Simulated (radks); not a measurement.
Nb XXXIV, 8 electrons, occupied as [He] 2s2 2p4. Method: scalar-relativistic Kohn-Sham, SCAN, spin-polarised, spherical densities, finite nucleus; open shells are filled with parallel spins first (spin-orbit coupling, left out, can overturn this in heavy ions); meta-GGA in the generalised Kohn-Sham scheme; Fermi nuclear charge, rms radius 4.324 fm; computed with a radial shooting solver on a logarithmic mesh with Libxc functionals.

Normalised radial functions P(r) = r R(r), r in bohr:

```
   r/bohr * 2s up, o 2s down (the largest magnitude, 2.65, reaches the edge; | marks zero, & curves that meet)
 0.001487                             |  &
 0.001983                             |   &
 0.002645                             |    &
 0.003528                             |     &
 0.004705                             |       &
 0.006275                             |        &
  0.00837                             |          &
  0.01116                             |            &
  0.01489                             |             &
  0.01986                             |             &
  0.02628                             |           &
  0.03505                             |       &
  0.04674                             |&
  0.06234                    &        |
  0.08315         *o                  |
   0.1109  &                          |
   0.1479  &                          |
   0.1973        &                    |
   0.2631                  &          |
   0.3509                         &   |
   0.4681                            &|
```

2s up: eigenvalue -4579.2 eV, 1 radial node at r = 0.0477 bohr, <r> = 0.152 bohr, 90 % of the charge inside 0.233 bohr. 2s down: eigenvalue -4545.9 eV, 1 radial node at r = 0.0477 bohr, <r> = 0.152 bohr, 90 % of the charge inside 0.234 bohr.
